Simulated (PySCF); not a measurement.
Al(F)(Me)(NHMe) (C₂H₇AlFN), SMILES [Al]([NH]C)([CH3])[F]. Heavy atoms are numbered as in [Al:1]([F:2])([CH3:3])[NH:7][CH3:8]. Hydrogens are named by the atom that carries them.

Coordinates come from a B3LYP-D3(BJ)/def2-SVP optimisation. One conformer was computed; it need not be the lowest.

All values below come from PBE/pcSseg-1 (PySCF).

GIAO shieldings, no solvent; atoms alike by connectivity are averaged. δ = σ(ref) − σ: ¹⁹F against CFCl3 (σ = 133.6 ppm); ¹³C against TMS (σ = 182.0 ppm); ¹H against TMS (σ = 31.49 ppm); ¹⁵N against NH3 (σ = 267.0 ppm), references at their B3LYP-D3(BJ)/def2-TZVP geometries, non-relativistic.

| atoms | nucleus | count | δ (ppm) |
|---|---|---|---|
| F2 | ¹⁹F | 1 | ? |
| C8 (CH3) | ¹³C | 1 | 35.0 |
| C3 (CH3) | ¹³C | 1 | -19.6 |
| H on C8 | ¹H | 3 | 3.11 |
| H on N7 | ¹H | 1 | ? |
| H on C3 | ¹H | 3 | ? |
| N7 (NH) | ¹⁵N | 1 | 55.5 |

Task: What belongs in the gaps? (An estimate is asked for; the answer gives what the named calculation found.)

Result: 
- F2, δ (ppm): -194.2
- H on C3, δ (ppm): -0.08
- H on N7, δ (ppm): 1.34
